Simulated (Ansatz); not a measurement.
Mg₃O₃⁺, relaxed as a doublet with UKS r2SCAN-D4/def2-SVP in Ansatz, starting from the GFN2-xTB geometry. Force threshold 0.02 eV/Å.

The structure holds 1 bond(s) between oxygen atoms. The relaxation made no stability test and no search for a lower SCF solution. Another isomer (doublet) lies 0.85 eV lower at PBE0-D4/def2-TZVP; other spin states weren't run for this one.

Start:

Cartesian coordinates in Å:
```
Mg -1.004 -0.316 0.945
Mg -1.132 1.186 -1.458
Mg 1.534 -0.458 0.098
O 0.186 0.953 -0.167
O 0.552 -1.072 1.511
O -0.137 -0.293 -0.929
```

Question: Estimate the energy that the relaxation releases and the steps that it takes.

Answer: 18.8 kcal/mol, in 7 steps; 14 s on 4 threads of AMD EPYC 7B13 on a shared host. No frequencies were taken in this run, so the end may be a saddle point.

Question: Does the start keep its bonding and symmetry?

Answer: By distances, no bond broke or formed, bridged metal pairs apart. The bond that changes most is Mg2–O6, from 1.86 to 2.05 Å (atoms count from 1). Metal–metal contacts that move far: Mg1–Mg2 2.84 to 3.62 Å. Point group Cs at the start, C2v at the end, both within 0.05 Å.

Question: Predict the relaxed structure.

Answer: 
Cartesian coordinates in Å:
```
Mg -0.877 -0.489 1.172
Mg -0.898 1.405 -1.912
Mg 1.475 -0.445 0.099
O -0.060 1.013 -0.087
O 0.760 -1.188 1.616
O -0.399 -0.296 -0.888
```
Bond lengths (bridged metal pairs left out): 8 × Mg–O 1.83 to 2.12 Å; 1 × O–O 1.57 Å.
